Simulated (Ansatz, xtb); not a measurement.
# C6H9ClO: 4 structures ranked

4 gas-phase structures of C6H9ClO, from a drawn sample of its isomers (lower ones may exist). Each was relaxed with GFN2-xTB; where two conformers were screened, the lower at r2SCAN-D4/def2-SVP is listed:

A. `O=C[C@@H]1CCC[C@H]1Cl`, a singlet
B. `O=C[C@@H]1CC[C@H](Cl)C1`, a singlet
C. `O=C[C@@H]1CC[C@@H](Cl)C1`, a singlet
D. `O=C[C@@H]1CCC[C@@H]1Cl`, a singlet

Problem. Which do you expect lowest at r2SCAN-D4/def2-SVP, and how would the others follow?

Solution. Calculated order at r2SCAN-D4/def2-SVP: C (0.0), B (0.6), A (1.4), D (1.9) kcal/mol. Less than 1 kcal/mol parts C and B; B and A; A and D, so the order within those pairs means little.

Energies above the lowest of each column, in kcal/mol; the last columns are at PBE0-D3(BJ)/def2-SVP geometries:

| structure | GFN2-xTB | HF/STO-3G | r2SCAN-D4/def2-SVP | PBE0-D3(BJ)/def2-SVP | CCSD(T)/def2-SVP + ΔMP2/def2-TZVPP |
| --- | --- | --- | --- | --- | --- |
| C | 0.0 | 0.0 | 0.0 | 0.0 | 0.0 |
| B | 1.0 | 1.0 | 0.6 | 0.8 | 0.9 |
| A | 0.6 | 0.8 | 1.4 | 1.1 | 0.9 |
| D | 1.7 | 1.8 | 1.9 | 1.5 | 1.8 |

Every level run on C puts it lowest or level with the lowest. Flexible structures stand in one conformer each, not always the lowest. B keeps a small imaginary mode. ΔMP2 is the change of the MP2 energy from the smaller to the larger basis.

Over these structures GFN2-xTB departs from r2SCAN-D4/def2-SVP by 0.4 kcal/mol on average once a common shift is removed. A GFN2-xTB relaxation took about 0.16 s and the r2SCAN-D4/def2-SVP energy about 2.2 s on a shared host (Ansatz 0.2.0, xtb 6.7.1).
